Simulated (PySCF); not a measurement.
Task: Give a PBE0-D3(BJ)/def2-SVP geometry of `C/C(Cl)=C(\[Se](/C(C)=C(\C)Cl)=O)C` (bis(E-2-chloro-1-methyl-1-propenyl) selenoxide).

Result: 
```
atom  x, y, z in Å
C1     3.2828   -1.3239    0.4319
C2     3.2498   -0.0925    1.2731
Cl3    4.4869   -0.1045    2.5108
C4     2.4303    0.9651    1.1879
C5     2.4723    2.2194    1.9852
Se6    1.0492    0.9743   -0.1945
O7     1.1052    2.5143   -0.7633
C8    -0.4465    1.0634    1.0854
C9    -1.0120    2.4258    1.2662
C10   -0.8574   -0.0712    1.6641
C11   -0.3013   -1.4433    1.4982
Cl12  -2.1805    0.0078    2.8013
H13    4.2914   -1.4609    0.0134
H14    3.0586   -2.2148    1.0390
H15    2.5671   -1.2696   -0.3993
H16    1.7383    2.1904    2.8075
H17    3.4693    2.3767    2.4175
H18    2.2180    3.0652    1.3261
H19   -2.1020    2.4183    1.1126
H20   -0.5439    3.1122    0.5420
H21   -0.8223    2.7982    2.2858
H22    0.2351   -1.7561    2.4084
H23    0.3967   -1.4956    0.6511
H24   -1.1124   -2.1658    1.3247
```

Orientation and origin are arbitrary. Atoms count from 1 in this order. The C–C distances run from 1.338 Å (C8=C10, drawn double) to 1.492 Å (C1–C2, drawn single), a spread of 0.154 Å. Se6 (selenium bonded to 2 C and O) is pyramidal (angles 103.0°, 102.0° and 94.4°, sum 299.5°, 0.86 Å off the plane of its three neighbours). Of the pairs four or more bonds apart, O7···H20 is among the closest relative to their van der Waals radii: 2.19 Å, 80 % of the sum of Bondi's values.

Bonds between heavy atoms (Å): C1–C2 1.492, C2–Cl3 1.750, C2=C4 1.341, C4–C5 1.487, C4–Se6 1.954, Se6=O7 1.643, Se6–C8 1.971, C8–C9 1.486, C8=C10 1.338, C10–C11 1.490, C10–Cl12 1.746.

Computed with PySCF 2.14.0, PBE0-D3(BJ)/def2-SVP geometry optimisation, gas phase.

Point group: C1 (no symmetry element, even within 0.4 Å). No PBE0-D3(BJ)/def2-SVP frequencies stand behind this structure, so it isn't proved a minimum. The numbers are those of one conformer (C2–C4–Se6–O7 -138°, C4–Se6–C8–C9 100°).

The run took 12 min on an Arm Neoverse V1 with one thread, shared host with 32 logical CPUs at a one-minute load of 9.9, and the process peaked at 2.0 GiB of memory. These figures are those of the optimisation.
